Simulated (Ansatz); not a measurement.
`N=[C](O)[Al]([NH2])[NH2]` + disilane → `[NH2][AlH][NH2]` + `N=C(O)[SiH2][SiH3]`  (redistribution)

Calculated with Ansatz (gas phase, PBE0-D4/def2-TZVP geometries, no zero-point term in ΔE). CBS: MP2 limit from def2 TZ/QZ plus the TZ coupled-cluster correction, frozen cores. This one scheme is used for every species. DFT in def2-TZVPP. B3LYP here is the variant with VWN-RPA as its local correlation; programs differ in this. One conformer a species, not always the lowest.

```json
{"level": "PBE-D4", "ΔE (kJ/mol)": "0.4", "difference from CCSD(T)/CBS": "-0.2"}
{"level": "r2SCAN-D4", "ΔE (kJ/mol)": "0.5", "difference from CCSD(T)/CBS": "-0.1"}
{"level": "PBE0-D4", "ΔE (kJ/mol)": "-0.5", "difference from CCSD(T)/CBS": "-1.1"}
{"level": "B3LYP-D4", "ΔE (kJ/mol)": "1.9", "difference from CCSD(T)/CBS": "1.3"}
{"level": "ωB97X-V", "ΔE (kJ/mol)": "-0.2", "difference from CCSD(T)/CBS": "-0.8"}
{"level": "ωB97M-V", "ΔE (kJ/mol)": "0.5", "difference from CCSD(T)/CBS": "-0.1"}
{"level": "B2PLYP", "ΔE (kJ/mol)": "2.3", "difference from CCSD(T)/CBS": "1.7"}
{"level": "PBE", "ΔE (kJ/mol)": "1.1", "difference from CCSD(T)/CBS": "0.5"}
{"level": "r2SCAN", "ΔE (kJ/mol)": "0.6", "difference from CCSD(T)/CBS": "0.0"}
{"level": "PBE0", "ΔE (kJ/mol)": "0.2", "difference from CCSD(T)/CBS": "-0.4"}
{"level": "B3LYP", "ΔE (kJ/mol)": "3.3", "difference from CCSD(T)/CBS": "2.7"}
{"level": "HF/def2-TZVPP", "ΔE (kJ/mol)": "1.1", "difference from CCSD(T)/CBS": "0.5"}
{"level": "MP2/def2-TZVPP", "ΔE (kJ/mol)": "0.2", "difference from CCSD(T)/CBS": "-0.4"}
{"level": "SCS-MP2/def2-TZVPP", "ΔE (kJ/mol)": "1.0", "difference from CCSD(T)/CBS": "0.4"}
{"level": "CCSD/def2-TZVPP", "ΔE (kJ/mol)": "3.0", "difference from CCSD(T)/CBS": "2.4"}
{"level": "CCSD(T)/def2-TZVPP", "ΔE (kJ/mol)": "2.7", "difference from CCSD(T)/CBS": "2.1"}
{"level": "HF/def2-QZVPP", "ΔE (kJ/mol)": "0.6", "difference from CCSD(T)/CBS": "0.0"}
{"level": "MP2/def2-QZVPP", "ΔE (kJ/mol)": "-1.2", "difference from CCSD(T)/CBS": "-1.8"}
{"level": "SCS-MP2/def2-QZVPP", "ΔE (kJ/mol)": "-0.2", "difference from CCSD(T)/CBS": "-0.8"}
{"level": "HF/CBS(def2)", "ΔE (kJ/mol)": "0.5", "difference from CCSD(T)/CBS": "-0.1"}
{"level": "MP2/CBS(def2)", "ΔE (kJ/mol)": "-1.9", "difference from CCSD(T)/CBS": "-2.5"}
{"level": "CCSD/CBS(def2)", "ΔE (kJ/mol)": "1.0", "difference from CCSD(T)/CBS": "0.4"}
{"level": "CCSD(T)/CBS", "ΔE (kJ/mol)": "0.6", "difference from CCSD(T)/CBS": "0"}
```

Largest T1 diagnostic among the species: 0.015.
